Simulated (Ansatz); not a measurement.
`OC([SiH3])([SiH3])S`, relaxed with RKS PBE0-D4/def2-TZVP in Ansatz 0.2.0 from a PBE-D4/def2-SVP geometry. The force threshold is 0.005 eV/Å; the program also tests the step.

Charge 0, multiplicity 1.

Start:

```xyz
13

O     0.728    0.621    1.438
C     0.191    0.353    0.145
Si    1.256   -0.995   -0.735
Si   -1.612   -0.240    0.418
S     0.166    1.828   -0.971
H     1.598    1.051    1.304
H     0.767   -1.311   -2.121
H     1.226   -2.234    0.113
H     2.669   -0.476   -0.795
H    -2.409    0.918    0.955
H    -1.649   -1.377    1.402
H    -2.185   -0.697   -0.893
H    -0.746    2.559   -0.261
```

Question: By how much does the energy fall, and how many steps does the optimiser take? (Best estimate.)

Answer: The calculation gave: 5.33 kJ/mol, in 9 steps.

Question: Which bonds change most? (An estimate is asked.)

Answer: The calculation gave: C2–S5 from 1.850 to 1.810 Å; C2–Si3 from 1.930 to 1.907 Å; C2–Si4 from 1.917 to 1.896 Å; S5–H13 from 1.368 to 1.348 Å.

Question: Give the relaxed structure. (An estimate is asked.)

Answer: Computed: 
```xyz
13

O     0.748    0.597    1.444
C     0.200    0.347    0.154
Si    1.238   -0.986   -0.731
Si   -1.587   -0.231    0.412
S     0.185    1.805   -0.920
H     1.584    1.065    1.331
H     0.714   -1.280   -2.089
H     1.211   -2.213    0.102
H     2.635   -0.481   -0.823
H    -2.383    0.920    0.911
H    -1.634   -1.344    1.395
H    -2.123   -0.695   -0.893
H    -0.789    2.496   -0.295
```
